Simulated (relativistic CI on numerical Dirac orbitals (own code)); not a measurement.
Sc3+ in a cubic cluster: L2,3 absorption with charge transfer

Computed with a charge-transfer multiplet model of a cubic metal-ligand cluster with up to 2 ligand holes, Slater and spin-orbit integrals from Dirac-Coulomb-Breit ions, Slater integrals scaled by 0.9. The ground state mixes d0 with configurations of k ligand holes L, whose averages lie at kΔ + k(k − 1)U_dd/2; a core hole lowers each added d electron by U_cd. 300 K, Lorentzian 0.4 eV and Gaussian 0.3 eV FWHM.

Atomic integrals in eV (Slater integrals scaled, ζ unscaled), ground: F2dd 5.299, F4dd 3.246, zeta_d 0.005; with the core hole: F2dd 5.299, F4dd 3.246, zeta_d 0.020, zeta_core 3.005, F2cd 4.627, G1cd 3.325, G3cd 1.884. Where a configuration has fewer than two d electrons, the dd integrals are those of d2.

Cluster parameters (eV): Δ = 4.7, U_dd = 4.7, U_cd = 5.8, 10Dq(ligand) = 1.5, V(eg) = 2.15, V(t2g) = -1.13, final-state hopping factor = 1.

| Case | n_d | d0 | d1L | d2L2 | S |
| --- | --- | --- | --- | --- | --- |
| 10Dq = -0.05 eV | 0.52 | 0.54 | 0.40 | 0.06 | 0.00 |
| 10Dq = 0.55 eV | 0.50 | 0.56 | 0.39 | 0.06 | 0.00 |
| 10Dq = 1.15 eV | 0.48 | 0.57 | 0.38 | 0.05 | 0.00 |

Weights, n_d and S are thermal averages at 300 K. Photon energies count from the first peak over 30 % of the highest in each spectrum, which can be another peak from case to case. The parameters are a model scan and need not match a compound or its usual spin state. A negative ionic 10Dq is a model choice; hopping adds the covalent part of the field. Peaks in eV (height, largest 100):
- 10Dq = -0.05 eV: 0.0 (100), 4.6 (95)
- 10Dq = 0.55 eV: -1.6 (13), 0.0 (87), 2.5 (23), 4.5 (100)
- 10Dq = 1.15 eV: -1.9 (20), 0.0 (66), 2.3 (32), 4.3 (100)

A d0 ion has no d-d gap: its lowest excitations are ligand-to-metal charge transfer. With the core hole the configuration with one ligand hole lies at Δ + U_dd − U_cd = 3.6 eV above the one without, against Δ in the ground state. The added d electron screens the hole, so the order of the configurations is kept and charge-transfer satellites are weaker than in photoemission.
